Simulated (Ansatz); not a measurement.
CH8AlNOSi, relaxed with RKS PBE-D4/def2-SVP in the Gaussian-basis code of Ansatz from a rough embedded geometry. The force threshold is 0.03 eV/Å; the program also tests the step.

Total charge 0; spin multiplicity 1. The bonds changed during the relaxation, so this is another structure than the one it started from.

Start:

```xyz
13

N     0.915    0.045    1.835
Si   -0.037    1.041    0.791
C    -0.084    0.270   -0.899
O     1.132   -0.018   -1.437
Al   -1.125   -1.442   -0.859
H     1.844   -0.158    1.435
H     0.433   -0.912    1.942
H     0.554    2.342    0.671
H    -1.439    1.205    1.346
H    -0.664    0.976   -1.607
H     1.558    0.899   -1.650
H    -0.464   -2.801   -1.278
H    -2.623   -1.447   -0.290
```

By how much does the energy fall, and how many steps does the optimiser take? (An estimate is asked.)

Ansatz gave: 134.15 kJ/mol, in 15 steps, 1 of them rejected.

Which bonds change most? (Estimate.)

Computed: N1–Al5 from 3.692 to 2.106 Å; Si2–Al5 from 3.174 to 2.750 Å; N1–Si2 from 1.728 to 1.858 Å; C3–O4 from 1.360 to 1.448 Å.

Give the relaxed structure. (Estimate.)

The calculation gave: 
```xyz
13

N     0.312   -0.574    1.325
Si   -0.012    1.110    0.609
C    -0.244    0.481   -1.145
O     1.049    0.355   -1.785
Al   -0.663   -1.381   -0.358
H     1.307   -0.835    1.353
H    -0.076   -0.759    2.260
H     1.184    1.982    0.901
H    -1.215    1.594    1.372
H    -1.019    0.968   -1.778
H     1.346    1.247   -2.047
H     0.210   -2.625   -0.871
H    -2.177   -1.564    0.164
```
